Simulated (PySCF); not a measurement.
**Dipole moment and polarisability across levels of theory**

Ethyl methacrylate, C6H10O2.
InChI=1S/C6H10O2/c1-4-8-6(7)5(2)3/h2,4H2,1,3H3

PySCF, dipoles from the SCF density, polarisabilities from static response with core orbitals frozen. One conformer (not necessarily the lowest) at the PBE0-D3(BJ)/def2-SVP geometry, without solvent, vibrations or thermal averaging.

**Question.** Compare the levels for these properties.

**Answer.** 

```tsv
level	μ (D)	α (Å³)	anisotropy (Å³)
LDA/def2-SVPD	1.860	12.79	5.53
PBE/def2-SVPD	1.858	12.64	5.49
B3LYP/def2-SVPD	1.952	12.26	5.09
PBE0/def2-SVPD	1.950	12.14	5.04
BHandHLYP/def2-SVPD	2.063	11.81	4.73
CAM-B3LYP/def2-SVPD	1.983	12.06	4.87
wB97X-D/def2-SVPD	1.986	12.07	4.83
LC-wPBE/def2-SVPD	1.978	11.77	4.68
HF/def2-SVPD	2.244	11.40	4.39
PBE0/6-31G*	1.833	10.14	5.34
PBE0/def2-SVP	1.776	10.43	5.06
PBE0/6-31+G*	1.947	11.42	4.91
PBE0/aug-cc-pVDZ	1.911	12.40	5.14
```

The anisotropy is √(½[(α1 − α2)² + (α2 − α3)² + (α3 − α1)²]). The dipole runs from 1.78 D (PBE0/def2-SVP) to 2.24 D (HF/def2-SVPD). No reference polarisability is at hand; against PBE0 in the largest diffuse basis at hand (aug-cc-pVDZ) the other PBE0 rows deviate by 6-31G* -18%, def2-SVP -16%, 6-31+G* -8%, def2-SVPD -2%. In one basis (def2-SVPD) the functionals order the polarisability from HF (lowest) to LDA (highest), a spread of 12%. With PBE0 the polarisability is 10.29 Å³ without diffuse functions (mean of 6-31G* and def2-SVP) and 11.99 Å³ with them (mean of 6-31+G*, def2-SVPD and aug-cc-pVDZ).
